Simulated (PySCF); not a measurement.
The PySCF input:
```python
from pyscf import gto, scf, dft

mol = gto.Mole()
mol.atom = '''
    F    -0.000000   -0.000000   -0.646774
    F     0.000000    0.000000    0.646774
'''
mol.basis = 'cc-pvtz'
mol.charge = 1
mol.spin = 1
mol.verbose = 4
mol.build()

mf = dft.UKS(mol)
mf.xc = 'b3lyp'
mf.kernel()
```

**Question.** What does this run give for the total energy, <S^2>, HOMO energy?

**Answer.** 
| Quantity | Value |
|---|---|
| total energy | -199.0138 Eh |
| <S^2> | 0.753 |
| HOMO energy | -23.67 eV |

These values belong to the state on which the SCF converged, which isn't shown to be the lowest.
